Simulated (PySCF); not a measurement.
Si(CCH)3(OMe), C₇H₆OSi, SMILES C([Si](OC)(C#C)C#C)#C, GFN2-xTB optimised geometry.

```
15

C     -2.20    -2.15    -2.48
C     -1.85    -1.52    -1.52
Si    -1.33    -0.59     0.00
C     -2.00     1.13     0.00
C     -2.41     2.26    -0.05
C      0.53    -0.59     0.00
C      1.73    -0.60     0.02
O     -1.96    -1.21     1.37
C     -1.81    -2.47     1.92
H     -2.50    -2.69    -3.33
H     -2.78     3.25    -0.08
H      2.78    -0.61     0.03
H     -0.76    -2.68     2.15
H     -2.40    -2.50     2.84
H     -2.18    -3.25     1.24
```

Density from PySCF with PBE0/def2-TZVP at that geometry.

Minimum of the electron density along straight lines between bonded atoms, close to the bond critical point (lines longer than 1.1 times the sum of covalent radii, or with two minima, are not listed):

| bond | length / Å | ρ at the minimum / e bohr⁻³ | ∇²ρ there / e bohr⁻⁵ | position (fraction from the first atom) |
|---|---|---|---|---|
| C1–C2 | 1.202 | 0.425 | -1.32 | 0.53 |
| C2–Si3 | 1.859 | 0.116 | 0.27 | 0.61 |
| Si3–C4 | 1.848 | 0.119 | 0.27 | 0.39 |
| C4–C5 | 1.201 | 0.425 | -1.32 | 0.47 |
| Si3–C6 | 1.859 | 0.116 | 0.27 | 0.39 |
| C6–C7 | 1.202 | 0.425 | -1.32 | 0.47 |
| Si3–O8 | 1.626 | 0.144 | 0.90 | 0.41 |
| O8–C9 | 1.391 | 0.262 | -0.40 | 0.66 |
| C1–H10 | 1.052 | 0.300 | -1.15 | 0.66 |
| C5–H11 | 1.052 | 0.300 | -1.15 | 0.66 |
| C7–H12 | 1.052 | 0.300 | -1.15 | 0.66 |
| C9–H13 | 1.094 | 0.284 | -1.00 | 0.65 |
| C9–H14 | 1.091 | 0.286 | -1.02 | 0.65 |
| C9–H15 | 1.094 | 0.284 | -1.00 | 0.65 |
